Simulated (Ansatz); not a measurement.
Reaction (β-hydride elimination): `CN[SiH2]O` → `O[SiH3]` + `C=N`

Gas-phase electronic energies from Ansatz, PBE0-D4/def2-TZVP geometries. CCSD(T)/CBS is the MP2 limit (def2-TZVPP, def2-QZVPP) plus CCSD(T) − MP2 in def2-TZVPP, frozen cores. This one scheme is used for every species. DFT in def2-TZVPP. B3LYP here is the variant with VWN-RPA as its local correlation; programs differ in this. HSE06 is defined as in plane-wave codes. One conformer a species, not always the lowest.

```csv
level,ΔE (kJ/mol),difference from CCSD(T)/CBS
PBE-D4,193.3,1.5
BLYP-D4,172.7,-19.1
r2SCAN-D4,199.6,7.8
B97M-V,191.3,-0.5
PBE0-D4,206.0,14.2
B3LYP-D4,186.6,-5.2
r2SCANh-D4,203.7,11.9
r2SCAN0-D4,209.9,18.1
HSE06-D4,205.7,13.9
BHLYP-D4,199.7,7.9
ωB97X-V,198.3,6.5
ωB97M-V,195.9,4.1
B2PLYP,182.8,-9.0
PBE-QIDH,208.9,17.1
PBE,184.9,-6.9
revPBE,162.7,-29.1
BLYP,154.9,-36.9
r2SCAN,197.3,5.5
PBE0,198.8,7.0
B3LYP,173.3,-18.5
r2SCANh,201.3,9.5
r2SCAN0,207.2,15.4
HSE06,199.0,7.2
BHLYP,189.4,-2.4
CAM-B3LYP,190.5,-1.3
LC-ωPBE,207.3,15.5
RPA@PBE/def2-TZVPP,169.0,-22.8
HF/def2-SVP,171.4,-20.4
MP2/def2-SVP,187.0,-4.8
CCSD/def2-SVP,173.7,-18.1
CCSD(T)/def2-SVP,171.2,-20.6
HF/def2-TZVPP,166.9,-24.9
MP2/def2-TZVPP,199.3,7.5
CCSD/def2-TZVPP,185.4,-6.4
CCSD(T)/def2-TZVPP,184.9,-6.9
HF/def2-QZVPP,167.4,-24.4
SCS-MP2/def2-QZVPP,188.8,-3.0
HF/CBS(def2),167.5,-24.3
MP2/CBS(def2),206.2,14.4
CCSD/CBS(def2),192.3,0.5
CCSD(T)/CBS,191.8,0
```

What do rigid-rotor, harmonic-oscillator terms from PBE0-D4/def2-TZVP frequencies (298.15 K, 1 bar) make of the CCSD(T)/CBS value? (Estimate.)

Computed: ΔZPE = -19.9 kJ/mol, ΔH = +175.0 kJ/mol, ΔS = 156 J/(mol·K), ΔG = +128.4 kJ/mol.

Largest T1 diagnostic among the species: 0.012.

The D4 term adds +13.3 kJ/mol with B3LYP and +7.3 kJ/mol with PBE0; it sums over pairs of atoms, weighted by their polarisabilities, and B3LYP, whose exchange is more repulsive, gets the larger term. From r2SCAN to r2SCAN0 (25 % exact exchange), in def2-TZVPP and without D4, ΔE moves by +9.9 kJ/mol.
